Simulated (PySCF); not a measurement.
H4Pb. Atoms are numbered in the order given.

```xyz
5

Pb     0.0000     0.0000     0.0000
H     -1.0103     1.0103    -1.0103
H      1.0103     1.0103     1.0103
H      1.0103    -1.0103    -1.0103
H     -1.0103    -1.0103     1.0103
```
Charge 0, spin multiplicity 1.

Geometry: PBE0-D3(BJ)/def2-TZVPD. The def2 effective core potentials stand for the cores of Pb; spin–orbit coupling is left out.

The numbers are results of ωB97X/def2-TZVPD (PySCF), not measurements.

Mulliken values depend strongly on the basis, most of all with diffuse functions as here. ESP charges are fitted to the potential on shells at 1.4 to 2.0 van der Waals radii. Atomic charges (e):

| atom | Mulliken | ESP fit |
|---|---|---|
| Pb1 | 0.36 | ? |
| H2 | -0.09 | ? |
| H3 | -0.09 | ? |
| H4 | -0.09 | ? |
| H5 | -0.09 | ? |

Task: What belongs in the gaps? (Estimate from the structure and the level; the computed values follow.)

Result: 
- Pb1, ESP fit: 0.27
- H2, ESP fit: -0.07
- H3, ESP fit: -0.07
- H4, ESP fit: -0.07
- H5, ESP fit: -0.07
